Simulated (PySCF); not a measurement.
Species: C6H4NO (doublet state).
Structure used (GFN2-xTB), in Å, numbered top down from 1:
```xyz
12
C6H4NO angstrom
C      3.7547   -0.4078    1.4436
C      2.6410   -0.4335    0.9838
C      1.3839   -0.4564    0.4745
C      0.2777   -0.5130   -0.0123
C     -1.0705   -0.4921   -0.5009
N     -1.8626    0.5795    0.1861
C     -2.5713    1.4921   -0.4169
O     -2.8078    1.7649   -1.5610
H      4.7262   -0.3843    1.8366
H     -1.5604   -1.4557   -0.3188
H     -1.1006   -0.2638   -1.5696
H     -1.8090    0.5693    1.1936
```

The hyperfine couplings belong to this conformer and change with its torsions.

The species is `C#CC#CCN[C]=O` [radical].

Theory: UKS B3LYP, pcH-1 on C H N O, non-relativistic, mean-field spin-orbit, GIAO (PySCF 2.14.0). The structure is a single GFN2-xTB conformer in the gas phase; no vibrational or solvent corrections. The geometry wasn't refined by DFT: couplings that depend on bond lengths, twists or pyramidal angles can differ widely from those at the functional's own minimum. Stability of the SCF solution: not tested.

Mulliken spin populations: C1 +0.025, C2 -0.014, C3 +0.036, C4 -0.027, C5 +0.085, N6 -0.021, C7 +0.651, O8 +0.271, H9 -0.001, H10 -0.003, H11 +0.001, H12 -0.003.

Give the computed dipolar 1H tensors of H9, H10, H11, H12.

| atom | position | distance from C7 (Å) | T1 (MHz) | T2 | T3 |
| --- | --- | --- | --- | --- | --- |
| H9 | 7 bonds from C7 | 7.86 | -0.98 | -0.22 | 1.20 |
| H10 | 3 bonds from C7 | 3.12 | -4.00 | -1.18 | 5.17 |
| H11 | 3 bonds from C7 | 2.56 | -5.70 | 0.61 | 5.09 |
| H12 | 2 bonds from C7 | 2.01 | -8.67 | -6.13 | 14.80 |

Estimate them with point dipoles: put each population ρk at its nucleus, leave out the nucleus itself and the atom bound to it, and sum T = Σ [ρk/(2S)]·C·(3 n nᵀ − 1)/r³ with C = μ0 gₑ μB g_N μN/(4π h) = 79.06 MHz Å³.

| atom | T1 (MHz) | T2 | T3 | T3, computed | difference in T3 (%) |
| --- | --- | --- | --- | --- | --- |
| H9 | -0.12 | -0.11 | 0.23 | 1.20 | -81 |
| H10 | -2.27 | -1.76 | 4.03 | 5.17 | -22 |
| H11 | -4.03 | -3.86 | 7.89 | 5.09 | +55 |
| H12 | -7.67 | -5.97 | 13.64 | 14.80 | -8 |

In T3 the estimate is closest for H12 (-8 %, 2.01 Å from C7) and worst for H9 (-81 %, 7.86 Å).

On an Arm Neoverse V2 with one thread, on a shared host, this took 52 s of wall time (with the writing of density and orbital grids) and 0.90 GiB of memory at its peak.
